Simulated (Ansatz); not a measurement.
Compare A (`[OH][GeH]([F])[SiH2]Cl`) with its isomer B (`[F][GeH]([Cl])[O][SiH3]`).

Gas-phase electronic energies from Ansatz, PBE0-D4/def2-TZVP geometries. CBS: MP2 limit from def2 TZ/QZ plus the TZ coupled-cluster correction, frozen cores. Functionals use def2-TZVPP. B3LYP here is the variant with VWN-RPA as its local correlation; programs differ in this. For Ge outer-core shells are correlated without core-valence functions, which leaves a few kJ/mol of doubt a bond. Scalar relativity is left out up to krypton. Each species was taken in one conformer, which may not be the lowest.

A:

Z-matrix (Å, degrees):
```
Ge
F 1 1.745
Si 1 2.396 2 105.3
O 1 1.764 2 107.6 3 116.9
H 1 1.533 2 106.5 3 -130.0
Cl 3 2.062 1 105.1 2 84.3
H 3 1.483 1 111.6 2 -158.6
H 3 1.481 1 112.3 2 -34.0
H 4 0.962 1 112.6 2 -75.9
```

B:

```xyz
9

F     1.938   -0.913    1.090
Ge    1.501    0.450    0.129
Cl    1.993   -0.064   -1.874
O    -0.216    0.656    0.281
Si   -1.562   -0.259    0.000
H     2.241    1.684    0.618
H    -2.028   -0.853    1.277
H    -1.259   -1.340   -0.972
H    -2.607    0.638   -0.549
```

Which isomer does CCSD(T)/CBS put lower? Give the gap. (An estimate is asked.)

Computed: B, by 18.7 kcal/mol.

Give E(B) − E(A) in kcal/mol with CCSD/def2-TZVPP, B2PLYP, B3LYP, r2SCAN-D4, HF/def2-TZVPP, PBE-D4, CCSD(T)/def2-TZVPP. (Best estimate.)

The calculation gave: CCSD/def2-TZVPP -21.2, B2PLYP -19.9, B3LYP -18.4, r2SCAN-D4 -17.6, HF/def2-TZVPP -26.8, PBE-D4 -12.8, CCSD(T)/def2-TZVPP -20.5. None reverses the order clearly.

Largest T1 diagnostic: 0.012.

In def2-TZVPP, CCSD(T) changes the Hartree–Fock value by +6.3 kcal/mol (the triples alone add +0.7 kcal/mol) and MP2 by +5.5 kcal/mol. From PBE to PBE0 (25 % exact exchange), in def2-TZVPP and without D4, E(B) − E(A) moves by −2.6 kcal/mol.
